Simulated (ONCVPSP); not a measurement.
## Which change was made? (Ne, ONCV)

```
Element                 : neon
Generator               : ONCVPSP 4.0.1
Type                    : optimised norm-conserving Vanderbilt (ONCV)
Functional              : PW91
Relativity              : scalar-relativistic
Frozen core             : [He]
Valence charge          : 8
Reference configuration : 2s2 2p6
Partial waves           : 2s: rc 0.65 bohr, ncon 5, nbas 10, qcut 8.7 1/bohr, 2 projectors, debl 3.6 Ha; 2p: rc 0.85 bohr, ncon 5, nbas 9, qcut 15.3 1/bohr, 1 projector; d scattering state at 0.13 Ha: rc 0.95 bohr, ncon 3, nbas 6, qcut 9.4 1/bohr, 2 projectors, debl 2.6 Ha
Local potential         : polynomial inside 0.65 bohr (lpopt 5, dvloc0 -1 Ha)
Core correction         : Teter function, fcfact 1.75, rcfact 1.15
```

Cutoffs, loose and tight: the cutoffs (Ha) at which the residual kinetic energy of the hardest occupied pseudo-wave falls to 1 and 0.1 mHa per electron. They do not see the model core or the augmentation charge, which bear on the density cutoff. Test errors are all-electron minus pseudo excitation energies from the reference, over the configurations 2s2 2p5; 2s2 2p4; 2s2 2p3; 2s2 2p2; variants that change the core or the reference have their own tests.

The base gives: outcome: generated; cutoff, loose: 521 Ha; cutoff, tight: 683 Ha; bound ghosts: none; GHOST(+) flags above zero: none; largest test error (meV): +302.

After one change the result is: outcome: generated; cutoff, loose: 623 Ha; cutoff, tight: 720 Ha; bound ghosts: none; GHOST(+) flags above zero: s; largest test error (meV): +327. Which change was it?
A. s: qcut 12.8
B. s: qcut 9.8
C. s: qcut 6.1

C. The others give: s: qcut 12.8 → outcome: generated; cutoff, loose: 90 Ha; cutoff, tight: 131 Ha; bound ghosts: none; GHOST(+) flags above zero: none; largest test error (meV): +264 | s: qcut 9.8 → outcome: generated; cutoff, loose: 228 Ha; cutoff, tight: 646 Ha; bound ghosts: none; GHOST(+) flags above zero: none; largest test error (meV): +288.
